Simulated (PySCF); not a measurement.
Geometry (Å), atoms numbered from 1 in this order:
```xyz
21

C    -4.6379   -0.1293    0.0157
N    -3.3142    0.3907    0.1107
C    -2.3219   -0.3882    0.0264
C    -0.9747    0.0989    0.1141
C    -0.4755    1.3666    0.3179
C     0.9217    1.2398    0.3023
C     1.2033   -0.0899    0.0914
Si    2.7929   -1.0728   -0.0827
C     4.2560    0.0936    0.2221
O     0.0465   -0.7763   -0.0211
H    -5.1841    0.1640    0.9138
H    -5.1306    0.3420   -0.8368
H    -4.6781   -1.2221   -0.0987
H    -2.4156   -1.4753   -0.1206
H    -1.0613    2.2507    0.4594
H     1.6427    2.0223    0.4283
H     2.7811   -2.1640    0.9000
H     2.8520   -1.6301   -1.4407
H     4.2658    0.9151   -0.4884
H     5.1966   -0.4389    0.1208
H     4.2266    0.5204    1.2205
```

- PBE0/pcSseg-1 with gauge-including orbitals
- GFN2-xTB geometry
- code: PySCF 2.14
- no solvent, relativity neglected, equivalent nuclei averaged, single conformer

Chemical shifts δ = σref − σ; TMS for ¹³C, ¹H, ²⁹Si; ¹⁵N vs NH3; ¹⁷O against H2O, all at this level.

```csv
atoms,nucleus,count,Hirshfeld charge,δ (ppm)
H19/H20/H21,¹H,3,0.05,?
C3,¹³C,1,0.02,?
H11/H12/H13,¹H,3,0.04,3.89
C9,¹³C,1,-0.21,-9.4
H14,¹H,1,0.04,8.29
H17/H18,¹H,2,-0.08,?
C5,¹³C,1,-0.07,?
C6,¹³C,1,-0.08,129.7
C7,¹³C,1,-0.04,159.7
H16,¹H,1,0.06,7.02
O10,¹⁷O,1,-0.06,324.2
N2,¹⁵N,1,-0.15,?
H15,¹H,1,0.06,7.56
Si8,²⁹Si,1,0.34,-59.4
C1,¹³C,1,-0.07,52.4
C4,¹³C,1,0.05,166.7
```

Problem. Fill in the missing shifts.

Solution. 
- C3: 155.1 ppm, C=N carbon
- C5: 118.8 ppm, aromatic CH
- H17/H18: 4.76 ppm, hydrogen on a silicon bonded to 2 C
- H19/H20/H21: 0.42 ppm, hydrogen on a methyl carbon bonded to Si; an electropositive neighbour shields it, as in TMS itself
- N2: 374.0 ppm, imine nitrogen

Shifts are as computed. Against solution values, carbons near 30 ppm lie about +3 ppm off and those near 130 ppm about +5 ppm. Of 1211 compounds with measured shifts, 218 miss one by over three times the rms of a fit or turn the order of signals round; such compounds aren't used in these exercises. Unscaled 17O shifts of doubly bonded oxygen tend to come out too high, by tens of ppm or more. Experimental scales use liquid or dissolved standards, which lie at an offset from isolated NH3 (liquid NH3: subtract about 20 ppm) and H2O (liquid H2O: subtract about 36 ppm). Unscaled 15N shifts of sp2 nitrogen come out 20 to 40 ppm too high even then.
